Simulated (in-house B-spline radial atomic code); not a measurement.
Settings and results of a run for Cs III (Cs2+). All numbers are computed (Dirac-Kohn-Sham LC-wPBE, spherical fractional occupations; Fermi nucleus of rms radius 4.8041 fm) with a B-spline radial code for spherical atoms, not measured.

Command:
```bash
python run_scf.py task.json out
```
Settings (nuclear radius in fm, mass in u):
```
Z                55
configuration    [Kr] 4d10 5s2 5p5
hamiltonian      dirac
method           lc_wpbe
spin_polarised   False
nucleus          fermi
rms_radius       4.8041
atomic_mass      132.90545
speed_of_light   137.035999084
```

Output (hartree, bohr):
```
 radial grid: 79 intervals, B-splines of order 8, outer radius 53.7037 bohr

 iter        energy (Eh)    residual
    1       -7782.663853    5.54e-01
    2       -7786.242042    3.20e-01
    3       -7788.672196    5.37e-02
    4       -7788.756681    1.76e-02
    5       -7788.760768    5.89e-03
    6       -7788.761649    1.03e-03
    7       -7788.761662    1.87e-04
    8       -7788.761663    2.40e-05
    9       -7788.761663    1.39e-06
   10       -7788.761663    7.75e-08

 total energy                     -7788.76166
 kinetic                            8293.8477
 electron-nucleus                 -18906.5811
 Hartree                            3015.9358
 exact exchange                      -11.4095
 exchange-correlation               -180.5545

 first-order corrections (not in the total)
   Gaunt                             6.8707
   retardation                      -0.7122
   frequency dependence             -0.0700
   self-energy                       4.6935
   Uehling                          -0.6610
   Wichmann-Kroll                    0.0161
   recoil                            0.0215

 orbital      occ     eigenvalue          <r>       <r^2>       <1/r>       <r^4>     <1/r^2>       r_max    small
 1s1/2      2.000     -1315.3409    0.0261073 0.000924985     59.4021 2.24565e-06     7755.68     0.01678  4.12e-02
 2s1/2      2.000      -206.9671     0.111681   0.0147706     13.9196 0.000376788     922.646     0.09501  8.87e-03
 2p1/2      2.000      -194.7409    0.0940317   0.0108865     13.9004 0.000239215     295.895     0.07271  8.90e-03
 2p3/2      4.000      -181.7975    0.0999219   0.0121626     12.7304 0.000291361     220.812     0.07768  8.41e-03
 3s1/2      2.000       -43.7143     0.298609    0.102034     4.99063   0.0158273     188.589      0.2727  2.66e-03
 3p1/2      2.000       -38.6076     0.288646    0.096832     4.90092   0.0149476     60.4309      0.2592  2.60e-03
 3p3/2      4.000       -36.1268     0.300409     0.10467     4.61187   0.0173802     45.6013      0.2702  2.47e-03
 3d3/2      4.000       -27.1607     0.271343   0.0870757     4.46978   0.0137925     25.1087      0.2187  2.35e-03
 3d5/2      6.000       -26.6341     0.275048   0.0893268     4.39576   0.0144577     24.1129      0.2218  2.31e-03
 4s1/2      2.000        -8.9463     0.694763    0.544934     2.03304    0.434365     42.4151      0.6432  7.87e-04
 4p1/2      2.000        -7.1129     0.720819    0.591415     1.92565     0.52772     13.1192      0.6571  7.23e-04
 4p3/2      4.000        -6.6076     0.748118    0.636894     1.83249    0.612388     9.98399      0.6811  6.82e-04
 4d3/2      4.000        -3.6098     0.829443    0.800928     1.60002     1.06909     4.71836      0.7161  5.42e-04
 4d5/2      6.000        -3.5256      0.83966    0.820727     1.57681      1.1233     4.52976      0.7242  5.31e-04
 5s1/2      2.000        -1.7756      1.71934     3.32235    0.765268     16.3385      6.9024       1.539  1.57e-04
 5p1/2      1.667        -1.2175      1.93314     4.22295    0.674094     27.0985     1.92655       1.701  1.25e-04
 5p3/2      3.333        -1.1480       2.0096     4.56212    0.644526     31.6053     1.48164       1.768  1.16e-04
```

Run time, properties included: 12 s on 1 thread of Arm Neoverse N1, with other jobs on the host.

For the Dirac Hamiltonian the kinetic term is c α·p + (β - 1)c².

Caution: exact exchange at fractional occupations of open shells leaves self-interaction of up to several eV.
